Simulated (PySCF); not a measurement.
CH3F5Si2, SMILES F[SiH](F)C[Si](F)(F)F.

Geometry optimised at B3LYP-D3(BJ)/def2-SVP. The structure was generated by enumeration, and PubChem lists no compound with its InChIKey, so it may never have been made. The values are those of a single conformer.

Vertical ionisation energy (IE) and electron affinity (EA) in eV. Rows of orbital energies are one-electron estimates. Where ΔSCF, EOM or ADC give a negative EA the extra electron is unbound and the value depends on the basis.

```tsv
level	IE	EA
−ε(HOMO), −ε(LUMO), M06-2X/def2-TZVP (PySCF)	11.40	-1.03
−ε(HOMO), −ε(LUMO), PBE/def2-TZVP (PySCF)	[?]	[?]
```

Problem. What belongs in the gaps? (An estimate is asked for; the answer gives what the named calculation found.)

Solution. 
- −ε(HOMO), −ε(LUMO), PBE/def2-TZVP (PySCF), IE: 8.55
- −ε(HOMO), −ε(LUMO), PBE/def2-TZVP (PySCF), EA: 0.64
